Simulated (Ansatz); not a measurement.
Consider the hydrogen abstraction from the Al–H bond: `[CH3][AlH][GeH3]` + `[CH3]`• → `[CH3][Al][GeH3]`• + CH₄.

Computed with Ansatz on PBE0-D4/def2-TZVP structures; ΔE is electronic, products minus reactants. CCSD(T)/CBS is the MP2 limit (def2-TZVPP, def2-QZVPP) plus CCSD(T) − MP2 in def2-TZVPP, frozen cores. This one scheme is used for every species. DFT in def2-TZVPP. HSE06 is defined as in plane-wave codes. No spin–orbit coupling; open shells (•) take unrestricted orbitals. For Ge outer-core shells are correlated without core-valence functions, which leaves a few kJ/mol of doubt a bond. Scalar relativity is left out up to krypton.

**Question.** Is it downhill or uphill in electronic energy at CCSD(T)/CBS, and by how much? (An estimate is asked.)

**Answer.** Ansatz gave: Downhill: ΔE = -25.4 kcal/mol.

**Question.** What do these levels give: LDA (SPW92), PBE0-D4, r2SCANh-D4, HSE06-D4, CCSD(T)/def2-SVP, CCSD/def2-TZVPP? (Estimate.)

**Answer.** Computed: LDA (SPW92) -34.8, PBE0-D4 -28.4, r2SCANh-D4 -25.4, HSE06-D4 -28.5, CCSD(T)/def2-SVP -26.3, CCSD/def2-TZVPP -24.4 kcal/mol.

Largest T1 diagnostic among the species: 0.013.

In def2-TZVPP, CCSD(T) changes the Hartree–Fock value by −7.1 kcal/mol (the triples alone add −1.0 kcal/mol) and MP2 by −9.1 kcal/mol. At CCSD(T), def2-SVP lies −0.9 kcal/mol from the extrapolated value and def2-TZVPP −0.1 kcal/mol. From BLYP to BHLYP (50 % exact exchange), in def2-TZVPP and without D4, ΔE moves by +3.6 kcal/mol.
